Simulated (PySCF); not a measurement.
## Shifts of the heteroatoms

Bonds (- single, = double, # triple, : aromatic): C1:C2, C2:C3, C3:N4, N4-C5, C5-C6, C6-Si7, Si7-C8, N4:C9, C9:C1, C8-C5. C1 carries H10; C2 carries H11; C3 carries H12; C5 carries H13; C6 carries H14, H15; Si7 carries H16, H17; C8 carries H18, H19; C9 carries H20. H14, H16, H19 are cis to N4 on the ring; H15, H17, H18 are trans to N4 on the ring.

- coordinates at the GFN2-xTB level
- PBE0/pcSseg-1 with gauge-including orbitals
- program: PySCF 2.14
- averaged over atoms made equivalent by symmetry, fast rotation or ring inversion, gas phase, no relativistic terms, a single conformation

Question: What are the 29Si shifts?

Answer: 
| atoms | environment | σ (ppm) | δ (ppm) |
| --- | --- | --- | --- |
| Si7 | silicon bonded to 2 C, 2 H, in a 4-membered ring | 404.0 | -52.1 |

Shieldings were converted by a linear fit to measured shifts: 29Si: δ = 279.94 − 0.822σ (rms 8.9 ppm, 72 shifts, 25.8 ppm with the 6 outliers that the fit left out vs TMS, solution or neat liquid). A few per cent of atoms miss by over 2 rms, more outside the fitted compound classes.

On a 300 MHz spectrometer 29Si resonates near 59.6 MHz, so 1 ppm is 59.6 Hz.

Question: Predict the 15N NMR data.

Answer: 
```csv
atoms,environment,σ (ppm),δ (ppm)
N4,pyrrole-type ring nitrogen,55.1,-198.9
```

Shieldings were converted by a linear fit to measured shifts: 15N (scatter 6.3 ppm rms vs CH3NO2, solution or neat liquid). Occasional misses reach two or three times the rms, and more in compound classes unlike the fitted ones.

On a 300 MHz spectrometer 15N resonates near 30.4 MHz, so 1 ppm is 30.4 Hz.
